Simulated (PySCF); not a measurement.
Vinylcyanodiacetylene, C7H3N.
Structure used (PBE0-D3(BJ)/def2-SVP), in Å, numbered top down from 1:
```
atom  x, y, z in Å
C1    -2.704    1.569   -0.496
C2    -1.425    1.621   -0.903
C3    -0.416    0.737   -0.455
C4     0.473   -0.018   -0.082
C5     1.450   -0.861    0.339
C6     2.326   -1.627    0.721
C7     3.307   -2.480    1.147
N8     4.140   -3.209    1.511
H9    -3.436    2.282   -0.881
H10   -3.045    0.821    0.223
H11   -1.111    2.384   -1.626
```

Linear response at PBE0/def2-SVPD (PySCF, frozen core in the response, non-relativistic).

Static isotropic polarisability: 117.79 au (17.45 Å³), principal values 48.6, 59.0, 245.7 au.

(1) What is the polarisability at 1064 nm and at the sodium D line?

(2) What is the isotropic C6 coefficient between two such molecules, C6 = (3/π)∫α(iω)² dω?

(3) Which effective excitation energy ω̄ makes London's formula C6 = (3/4)α²ω̄ exact here?

(4) How anisotropic is the static polarisability, by Δα² = ½[(α1 − α2)² + (α2 − α3)² + (α3 − α1)²]?

(5) What molar refraction at the D line follows from R = (4π/3)·N_A·α′, with α′ the polarisability volume?

(6) How many electrons N does the Slater–Kirkwood formula C6 = (3/4)·√N·α^(3/2) need to give this C6?

(7) The lowest 6 singlets have (eV, f): 3.59, 0.000; 3.74, 0.000; 3.79, 0.098; 5.54, 1.178; 5.58, 0.000; 5.78, 0.000. What share of the static polarisability do they carry in the sum over states α = Σ f/ω²?

Results:

(1) 121.03 au at 1064 nm (+2.8 %), 129.69 au at 589.3 nm (+10.1 %). The rise at 589.3 nm is 3.67 times that at 1064 nm; a pure ω² law gives 3.26. The lowest singlet lies at 345 nm, shorter than both wavelengths.

(2) 3572 au (Eh·bohr⁶) by a ten-point quadrature over imaginary frequencies, which is 2130 eV·Å⁶ or 206 J·nm⁶/mol.

(3) ω̄ = 4·C6/(3α²) = 0.343 Eh = 9.3 eV. A one-pole form α(ω) = α/(1 − ω²/ω̄²) fitted to the 1064 nm value gives 7.1 eV. London's choice of the ionisation energy (9.21 eV, ΔSCF at the same level) gives C6 = 3520 au, 1 % too low.

(4) Δα = 192.1 au, or 1.63 of the isotropic value.

(5) α′ = 19.22 Å³ gives R = 48.48 cm³/mol, for isolated, non-vibrating species.

(6) N = (4·C6/3)²/α³ = 13.9; the species has 52 electrons in all.

(7) 33.46 au, 28.4 % of α; the largest term, 28.39 au, is that of the state at 5.54 eV. Their oscillator strengths add up to 1.28. Higher states carry the rest.
